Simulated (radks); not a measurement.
The chlorine ion Cl+ inside a hard spherical wall (all orbitals vanish at R), configuration held at [Ne] 3s2 3p4 and not refilled when levels cross. Method: scalar-relativistic Kohn-Sham, r2SCAN, spin-polarised, spherical densities, finite nucleus; open shells are filled with parallel spins first; meta-GGA in the generalised Kohn-Sham scheme; Fermi nuclear charge, rms radius 3.3654 fm; computed with a radial shooting solver on a logarithmic mesh with Libxc functionals. Eigenvalues in eV for spin up, with the zero of energy where the potential of the charges vanishes at infinity; a dash marks a level that is unbound or too diffuse for the functional's potential to be trusted. A positive occupied level is held by the wall or, in an anion where self-interaction has pushed it up, behind a barrier. The pressure on the wall is -dE/dV.

\begin{tabular}{lrrrrrrrrr}
R (bohr) & E (hartree) & kinetic (hartree) & e(2s) & e(2p) & e(3s) & e(3p) & e(4s, empty) & e(3d, empty) & pressure (GPa) \\ \hline
free & -461.11415 & 463.238 & -270.78 & -207.71 & -34.265 & -20.875 & - & - & 0 \\
15 & -461.11415 & 463.238 & -270.78 & -207.71 & -34.265 & -20.875 & - & - & < 0.0001 \\
12 & -461.11415 & 463.238 & -270.78 & -207.71 & -34.265 & -20.875 & - & -3.714 & < 0.0001 \\
8 & -461.11414 & 463.238 & -270.78 & -207.71 & -34.264 & -20.874 & -4.213 & -3.614 & 0.000914 \\
7 & -461.11405 & 463.240 & -270.77 & -207.70 & -34.259 & -20.869 & -3.649 & -3.496 & 0.0107 \\
6 & -461.11324 & 463.249 & -270.72 & -207.66 & -34.226 & -20.834 & -2.369 & -3.223 & 0.128 \\
4 & -461.04783 & 463.734 & -268.86 & -205.78 & -33.023 & -19.456 & 9.574 & -0.182 & 20.7 \\
2.5 & -459.46027 & 470.656 & -251.74 & -188.46 & -19.680 & -3.771 & 79.662 & 19.758 & 1370 \\
2 & -456.01577 & 481.826 & -232.60 & -168.96 & 2.344 & 20.612 & 169.07 & 44.526 & 6970 \\
1.5 & -443.71861 & 514.398 & -194.35 & -129.48 & 73.453 & 93.180 & 401.01 & 105.32 & 47700 \\
\end{tabular}
